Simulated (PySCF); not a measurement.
# Broadened absorption spectrum of C6H6N2Si

Species: C6H6N2Si.
Numbering: `[CH2:1]=[CH:2]/[C:3]([C:4]#[N:5])=[CH:6]\[SiH2:7][C:8]#[N:9]` (hydrogens: H10, H11 on C1; H12 on C2; H13 on C6; H14, H15 on Si7)

Computed, not measured: TDDFT CAM-B3LYP/def2-SVPD, vertical, gas phase, core orbitals frozen in the response in PySCF. Geometry: GFN2-xTB, one conformer, isolated molecule. Torsions of this conformer, `[CH2:1]=[CH:2]/[C:3]([C:4]#[N:5])=[CH:6]\[SiH2:7][C:8]#[N:9]`: C1–C2–C3–C4 2°, C3–C6–Si7–C8 -53°.

Computed states:

```json
{"state": "S1", "E (eV)": "5.11", "f": "0.501"}
{"state": "S2", "E (eV)": "6.09", "f": "0.0034"}
{"state": "S3", "E (eV)": "6.32", "f": "0.086"}
{"state": "S4", "E (eV)": "6.48", "f": "0.0030"}
{"state": "S5", "E (eV)": "6.73", "f": "0.0018"}
{"state": "S6", "E (eV)": "6.88", "f": "0.064"}
{"state": "S7", "E (eV)": "6.99", "f": "0.054"}
{"state": "S8", "E (eV)": "7.10", "f": "0.0063"}
```

Broadening: Gaussians 0.3 eV wide at half height, area fixed by f = 4.319×10⁻⁹ ∫ε dν̃. The cross-section is σ = 3.8235×10⁻²¹ ε cm², given in Mb (10⁻¹⁸ cm²). The width is an assumption, not a result. The curve ends short of the highest state used, and states not computed would add to its high-energy end.

(1) What does the envelope look like, and where are its maxima?

(2) On this curve, what absorbance would a 10⁻⁴ mol/L sample give at 254 nm over a 1 cm path?

Answers

(1) 
(E (eV), σ (Mb)): (4.66, 0.34), (4.69, 0.77), (4.73, 2.05), (4.76, 4.03), (4.79, 7.47), (4.83, 15.61), (4.86, 25.43), (4.89, 39.21), (4.93, 64.06), (4.96, 86.78), (4.99, 111.21), (5.03, 142.01), (5.06, 159.90), (5.10, 171.84), (5.13, 170.00), (5.16, 159.12), (5.20, 133.64), (5.23, 109.90), (5.26, 85.51), (5.30, 56.13), (5.33, 38.37), (5.36, 24.81), (5.40, 12.73), (5.43, 7.23), (5.46, 3.89), (5.50, 1.56), (5.53, 0.74), (5.56, 0.33), (5.60, 0.10), (5.63, 0.04), (5.67, 0.02), (5.70, 0.01), (5.73, 0.02), (5.77, 0.05), (5.80, 0.09), (5.83, 0.15), (5.87, 0.30), (5.90, 0.48), (5.93, 0.76), (5.97, 1.35), (6.00, 2.06), (6.03, 3.10), (6.07, 5.22), (6.10, 7.50), (6.14, 11.58), (6.17, 15.32), (6.20, 19.40), (6.24, 24.67), (6.27, 27.86), (6.30, 29.88), (6.34, 30.24), (6.37, 28.69), (6.40, 25.84), (6.44, 20.77), (6.47, 16.69), (6.50, 12.90)

Maxima: 243 nm (5.11 eV), ε about 45000, made up of S1 (100%); 196 nm (6.33 eV), ε about 8000, made up of S3 (98%) (ε in L mol⁻¹ cm⁻¹; maxima over ε = 5, shares over 10%).

(2) 254 nm is 4.881 eV, where ε is about 9100 L mol⁻¹ cm⁻¹, so A = ε c l ≈ 0.91 (Beer–Lambert, with the gas-phase spectrum and the assumed width).
